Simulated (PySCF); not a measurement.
# SMILES C=C=CS(=O)(=O)C(F)(F)F, C₄H₃F₃O₂S

Cartesian coordinates in Å; atom numbers follow the order of the lines, from 1:
```xyz
13

C     2.698   -0.284   -0.350
C     1.593   -0.103    0.314
C     0.472    0.100    0.958
S    -0.849    0.940    0.126
O    -0.374    1.513   -1.121
O    -1.602    1.690    1.115
C    -1.945   -0.489   -0.361
F    -2.255   -1.195    0.716
F    -1.315   -1.268   -1.222
F    -3.043   -0.012   -0.909
H     3.478    0.484   -0.356
H     2.864   -1.201   -0.924
H     0.274   -0.173    1.998
```

Computed with quadratic response CAM-B3LYP/aug-cc-pVDZ first hyperpolarisability, Taylor convention, gas phase (PySCF). Geometry: PBE0-D3(BJ)/def2-SVP.

Question: Give β for the processes computed.

Answer: In 10⁻³⁰ esu, Taylor convention; the vector part is βᵢ = ⅓ Σⱼ (βᵢⱼⱼ + βⱼᵢⱼ + βⱼⱼᵢ); β∥ is 3/5 of the vector part along the dipole, the dipole points from − to +:
```csv
process,λ (nm),β vector norm,β∥,β HRS,depolarisation ratio
"static β(0;0,0)",∞,2.20,-1.11,0.82,7.71
"second harmonic β(−2ω;ω,ω)",1907,2.29,-1.15,0.86,7.63
"Pockels β(−ω;ω,0)",1907,2.23,-1.12,–,–
"second harmonic β(−2ω;ω,ω)",1064,2.51,-1.27,0.95,7.46
"Pockels β(−ω;ω,0)",1064,2.30,-1.16,–,–
```

Question: Which lowest excitations, dipole and polarisabilities go with it?

Answer: S1 5.42 eV (f = 0.000); S2 6.14 eV (f = 0.000); S3 6.73 eV (f = 0.005); dipole 4.79 D; isotropic α 82.0 au static, 82.2 au at 1907 nm, 82.8 au at 1064 nm, 83.0 au at 953.5 nm, 85.4 au at 532 nm.
